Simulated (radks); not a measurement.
Values are calculated unless marked as measured or tabulated.
Problem. Ionisation of Tb57+, [He] 2s2 2p4, to Tb58+, [He] 2s2 2p3, under several functionals. Scalar-relativistic Kohn-Sham, spin-polarised, spherical densities, point nucleus; open shells are filled with parallel spins first (spin-orbit coupling, left out, can overturn this in heavy ions); a radial shooting solver on a logarithmic mesh with Libxc functionals. Known Delta-SCF values: HCTH/407 12478.9 eV; RPBE 12476.6 eV. What does PBEsol give, and what is its highest occupied eigenvalue?

Solution. 12474.0 eV by Delta-SCF; the 2p eigenvalue is -12341.3 eV. NIST: 12272 eV (theoretical).
